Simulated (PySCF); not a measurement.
Compound: C5H5N2Si (doublet state).
Cartesian coordinates in Å at the GFN2-xTB level; atoms count from 1:
```
atom  x, y, z in Å
N1     2.879   -1.879   -0.840
C2     2.369   -1.179   -0.077
Si3    1.518   -0.221    1.231
C4    -0.266    0.121    0.769
C5    -1.027   -0.795   -0.139
C6    -0.594    0.546   -0.661
C7    -1.565    1.564   -0.828
N8    -2.349    2.394   -0.926
H9     2.289    0.863    1.811
H10   -0.863    0.619    1.527
H11   -0.525   -1.662   -0.546
H12   -2.080   -0.947    0.051
H13    0.210    0.577   -1.388
```

The hyperfine couplings belong to this conformer and change with its torsions.

The species is `N#C[SiH][C@@H]1C[C@H]1C#N` [radical].

Level of theory: PySCF, UKS B3LYP, pcH-1 on C H N Si, non-relativistic, mean-field spin-orbit, GIAO. Isolated species at its GFN2-xTB geometry (one conformer only). The geometry wasn't refined by DFT: couplings that depend on bond lengths, twists or pyramidal angles can differ widely from those at the functional's own minimum, by a factor of two or more for some ions and for spin on atoms past the first row. The SCF solution wasn't tested for stability.

Principal values of hyperfine tensors in MHz (contact, dipolar and spin–orbit terms together), for some of the nuclei:

| atom | isotope | A1 | A2 | A3 |
| --- | --- | --- | --- | --- |
| Si3 | 29Si | -596.35 | -335.97 | -334.79 |
| C6 | 13C | 31.13 | 31.19 | 45.17 |
| H9 | 1H | 18.70 | 30.22 | 36.90 |
| C4 | 13C | 16.88 | 18.01 | 24.40 |
| C7 | 13C | 2.14 | 3.06 | 5.40 |
| C5 | 13C | 1.14 | 1.56 | 4.33 |
| C2 | 13C | -6.68 | 1.43 | 11.62 |
| H11 | 1H | -0.28 | 0.34 | 4.97 |

(1) Give the isotropic coupling of each nucleus in MHz and in mT (g = 2.0029), and the anisotropic part.

(2) What spin density at the nucleus of C6 lies behind its contact coupling (g_N = 1.40482)?

(3) N1 (14N, g_N = 0.40376) isn't in the table. Its spin density at the nucleus is 0.01093 bohr⁻³. What is its contact coupling?

(4) Name the largest traceless tensor T of the table and describe it.

(5) What first-order splitting does H9 cause when the field lies along A1, A2 or A3 of its tensor (g taken as isotropic, no quadrupole term)?

Results:

(1) a_iso is a third of the trace, T = A − a_iso, and a(mT) = a(MHz)/(g × 13.996). The tensors hold a spin–orbit part: the run splits a_iso into a_FC + a_SO, and T includes its anisotropic share.

| atom | a_iso (MHz) | a_FC | a_SO | a_iso (mT) | T1 | T2 | T3 |
| --- | --- | --- | --- | --- | --- | --- | --- |
| Si3 | -422.37 | -423.56 | 1.19 | -15.067 | -173.98 | 86.40 | 87.58 |
| C6 | 35.83 | 35.83 | -0.01 | 1.278 | -4.70 | -4.64 | 9.34 |
| H9 | 28.61 | 28.60 | 0.01 | 1.021 | -9.91 | 1.61 | 8.29 |
| C4 | 19.76 | 19.73 | 0.03 | 0.705 | -2.88 | -1.76 | 4.64 |
| C7 | 3.53 | 3.54 | 0.00 | 0.126 | -1.39 | -0.47 | 1.86 |
| C5 | 2.35 | 2.34 | 0.00 | 0.084 | -1.20 | -0.78 | 1.98 |
| C2 | 2.12 | 2.12 | 0.00 | 0.076 | -8.80 | -0.69 | 9.50 |
| H11 | 1.68 | 1.67 | 0.00 | 0.060 | -1.96 | -1.34 | 3.30 |

(2) a_FC = (2μ0/3) gₑ μB g_N μN ρ(0)/(2S·h) = 800.24 MHz × g_N × ρ(0)/(2S), with ρ in bohr⁻³. With a_FC = 35.83 MHz and 2S = 1, ρ(0) = 0.03188 bohr⁻³.

(3) By the same relation, a_FC = 3.53 MHz. Its full tensor has the principal values -3.54, -2.19, 16.19 MHz.

(4) Si3: -174.0, 86.4, 87.6 MHz (the dipolar term alone has -172.9, 86.0, 86.9), axial, in the ratio +1:+1:−2, the form that spin in one p orbital centred on that nucleus gives (the nuclear moment is negative).

(5) 2 lines (I = 1/2), spaced by |A_i|/(g × 13.996): 0.67, 1.08, 1.32 mT along the axes of A1, A2 and A3.

Time: 88 s (with the writing of density and orbital grids); peak memory 0.95 GiB. Hardware: one thread of an Arm Neoverse V2, shared host with 96 logical CPUs at a one-minute load of 90.
